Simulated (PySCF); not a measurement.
**Working out the ionisation energy of In**

In [Kr] 4d10 5s2 5p1 (2P) → In⁺ [Kr] 4d10 5s2 (1S). Calculation: PySCF 2.14, in ANO-RCC-VTZP; scalar relativity by spin-free X2C-1e. Frozen: [Kr] 4d10. Energies in hartree (1 hartree = 27.21139 eV):

```
            part    In (lower)   In⁺ (upper)
             UHF  -5878.056334  -5877.864573
CCSD correlation     -0.039532     -0.031883
             (T)     -0.000539      0.000000
```

Task: What does Hartree-Fock give?

Result: (-5877.864573) − (-5878.056334) = 0.191761 hartree = 5.218 eV.

Task: What do CCSD and CCSD(T) give?

Result: The CCSD correlation energies differ by 0.007649 hartree = 0.208 eV and the triples by 0.000539 hartree = 0.015 eV, so CCSD gives 5.426 eV and CCSD(T) 5.441 eV.

Measured between the centres of the two terms (NIST): 5.603 eV, so CCSD(T) (valence) is off by -0.162 eV.

What remains against the reference includes basis incompleteness, the frozen core and higher excitations.
